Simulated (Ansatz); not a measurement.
`[F][Sn]([SiH3])([Cl])[Cl]` + `C=CC=C` → `C=CC(=C)[SiH3]` + `[F][SnH]([Cl])[Cl]`  (formal exchange of groups at the Si–Sn bond)

Computed with Ansatz on PBE0-D4/def2-TZVP structures; ΔE is electronic, products minus reactants. CCSD(T)/CBS adds triple-zeta CCSD(T) − MP2 to the extrapolated MP2 energy (def2 sets, frozen cores). DFT in def2-TZVPP. B3LYP here is the variant with VWN-RPA as its local correlation; programs differ in this. HSE06 is defined as in plane-wave codes. Elements past krypton have def2 core potentials. For Sn outer-core shells are correlated without core-valence functions, which leaves a few kJ/mol of doubt a bond. Each species was taken in one conformer, which may not be the lowest.

`[F][Sn]([SiH3])([Cl])[Cl]`:

Z-matrix (Å, degrees):
```
Sn
Si 1 2.565
Cl 1 2.310 2 114.9
F 1 1.911 2 110.9 3 117.6
Cl 1 2.310 2 114.9 3 -124.8
H 2 1.480 1 107.0 3 -57.9
H 2 1.480 1 107.0 3 -178.2
H 2 1.481 1 106.6 3 61.9
```

`C=CC=C`:

```xyz
10

C    -0.640   -1.671    0.421
C    -0.488   -0.348    0.407
C     0.488    0.348   -0.407
C     0.641    1.671   -0.421
H    -0.022   -2.315   -0.196
H    -1.384   -2.151    1.046
H    -1.123    0.272    1.037
H     1.123   -0.272   -1.037
H     0.022    2.315    0.196
H     1.383    2.151   -1.046
```

`C=CC(=C)[SiH3]`:

```xyz
13

C    -1.519   -0.673   -1.191
C    -1.144    0.376   -0.461
C     0.100    0.475    0.292
C     0.375    1.581    0.995
Si    1.338   -0.932    0.294
H    -2.461   -0.679   -1.727
H    -0.903   -1.562   -1.282
H    -1.803    1.242   -0.406
H     1.290    1.690    1.567
H    -0.316    2.421    1.020
H     2.488   -0.536    1.147
H     0.733   -2.180    0.832
H     1.824   -1.221   -1.082
```

`[F][SnH]([Cl])[Cl]`:

```xyz
5

F    -1.493   -0.656    0.943
Sn   -0.005   -0.113   -0.110
Cl   -0.465    2.038   -0.755
Cl    1.782   -0.085    1.325
H     0.181   -1.183   -1.403
```

| level | ΔE (kJ/mol) | difference from CCSD(T)/CBS |
| --- | --- | --- |
| LDA (SPW92) | 51.5 | 1.4 |
| revPBE-D4 | 53.4 | 3.3 |
| BLYP-D4 | 57.4 | 7.3 |
| r2SCAN-D4 | 53.9 | 3.8 |
| B97M-V | 44.5 | -5.6 |
| PBE0-D4 | 55.4 | 5.3 |
| B3LYP-D4 | 55.7 | 5.6 |
| r2SCANh-D4 | 53.4 | 3.3 |
| r2SCAN0-D4 | 52.4 | 2.3 |
| HSE06-D4 | 55.9 | 5.8 |
| BHLYP-D4 | 52.9 | 2.8 |
| CAM-B3LYP-D4 | 50.5 | 0.4 |
| ωB97X-V | 48.0 | -2.1 |
| ωB97M-V | 46.8 | -3.3 |
| B2PLYP | 53.6 | 3.5 |
| PBE-QIDH | 49.3 | -0.8 |
| PBE | 62.0 | 11.9 |
| revPBE | 65.9 | 15.8 |
| BLYP | 65.2 | 15.1 |
| r2SCAN | 54.7 | 4.6 |
| PBE0 | 57.8 | 7.7 |
| B3LYP | 60.6 | 10.5 |
| r2SCANh | 54.1 | 4.0 |
| r2SCAN0 | 53.2 | 3.1 |
| HSE06 | 57.9 | 7.8 |
| BHLYP | 54.5 | 4.4 |
| CAM-B3LYP | 52.6 | 2.5 |
| RPA@PBE/def2-TZVPP | 42.0 | -8.1 |
| MP2/def2-SVP | 42.0 | -8.1 |
| CCSD/def2-SVP | 48.1 | -2.0 |
| CCSD(T)/def2-SVP | 46.6 | -3.5 |
| HF/def2-TZVPP | 49.9 | -0.2 |
| MP2/def2-TZVPP | 44.7 | -5.4 |
| SCS-MP2/def2-TZVPP | 44.3 | -5.8 |
| CCSD(T)/def2-TZVPP | 45.1 | -5.0 |
| HF/def2-QZVPP | 49.5 | -0.6 |
| MP2/def2-QZVPP | 47.5 | -2.6 |
| SCS-MP2/def2-QZVPP | 46.8 | -3.3 |
| HF/CBS(def2) | 49.5 | -0.6 |
| CCSD/CBS(def2) | 51.5 | 1.4 |
| CCSD(T)/CBS | 50.1 | 0 |

Largest T1 diagnostic among the species: 0.013.

From PBE to PBE0 (25 % exact exchange), in def2-TZVPP and without D4, ΔE moves by −4.2 kJ/mol. In def2-TZVPP, CCSD(T) changes the Hartree–Fock value by −4.8 kJ/mol (the triples alone add −1.4 kJ/mol) and MP2 by −5.2 kJ/mol.
